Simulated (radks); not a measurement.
Question: The tellurium ion Te2+ is in [Kr] 4d10 5s2 5p2. Method: scalar-relativistic Kohn-Sham, LDA (Slater exchange, Perdew-Wang correlation), spin-polarised, spherical densities, finite nucleus; Fermi nuclear charge, rms radius of each element as measured or else 0.836 A^(1/3) + 0.57 fm; computed with a radial shooting solver on a logarithmic mesh with Libxc functionals. Open shells are filled with parallel spins first. One electron is removed from 4p, 5s, 4d, 5p in turn, with full relaxation. Which removal costs least, and what does each cost?

Answer: 5p 27.739 eV; 5s 37.195 eV; 4d 69.695 eV; 4p 143.24 eV. The 5p electron leaves first.
